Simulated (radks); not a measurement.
Species: Bi VII. Configuration: [Xe] 4f14 5d9. Method: Dirac Kohn-Sham, PBE, spin-unpolarised, spherical densities, point nucleus; open shells are shared between the two j in proportion to 2j + 1; computed with a radial shooting solver on a logarithmic mesh with Libxc functionals.

Radial electron density D(r) = 4 pi r^2 rho(r):

| r (bohr) | D(r) (e/bohr) |
|---|---|
| 0.0009424 | 12.52 |
| 0.001088 | 15.36 |
| 0.001267 | 18.99 |
| 0.001463 | 23.10 |
| 0.00169 | 27.97 |
| 0.001967 | 34.01 |
| 0.002272 | 40.64 |
| 0.002624 | 48.18 |
| 0.003055 | 57.10 |
| 0.003528 | 66.36 |
| 0.004074 | 76.20 |
| 0.004743 | 86.87 |
| 0.005477 | 96.77 |
| 0.006326 | 105.9 |
| 0.007364 | 114.0 |
| 0.008505 | 119.5 |
| 0.009822 | 122.3 |
| 0.01143 | 122.2 |
| 0.01321 | 119.5 |
| 0.01525 | 115.1 |
| 0.01775 | 110.5 |
| 0.0205 | 108.2 |
| 0.02368 | 109.9 |
| 0.02757 | 117.3 |
| 0.03184 | 128.7 |
| 0.03677 | 141.9 |
| 0.0428 | 153.0 |
| 0.04943 | 156.4 |
| 0.05709 | 151.0 |
| 0.06646 | 138.7 |
| 0.07676 | 127.5 |
| 0.08864 | 124.1 |
| 0.1032 | 131.5 |
| 0.1192 | 143.0 |
| 0.1376 | 147.7 |
| 0.1602 | 136.6 |
| 0.1851 | 113.7 |
| 0.2137 | 92.18 |
| 0.2488 | 84.45 |
| 0.2873 | 91.32 |
| 0.3318 | 99.49 |
| 0.3863 | 95.54 |
| 0.4461 | 78.07 |
| 0.5152 | 56.07 |
| 0.5998 | 38.48 |
| 0.6927 | 30.29 |
| 0.8 | 27.00 |
| 0.9314 | 23.83 |
| 1.076 | 19.07 |
| 1.242 | 13.30 |
| 1.446 | 7.734 |
| 1.67 | 3.944 |
| 1.929 | 1.698 |
| 2.245 | 0.5663 |
| 2.593 | 0.1579 |
| 2.995 | 0.03328 |
| 3.486 | 0.004484 |
| 4.026 | 0.0004519 |

D(r) has 4 maxima, at r = 0.0106, 0.0486, 0.135, 0.345 bohr, and minima at 0.0208, 0.0865, 0.245 bohr, inside which lie 2.03, 11.03, 30.02 electrons.
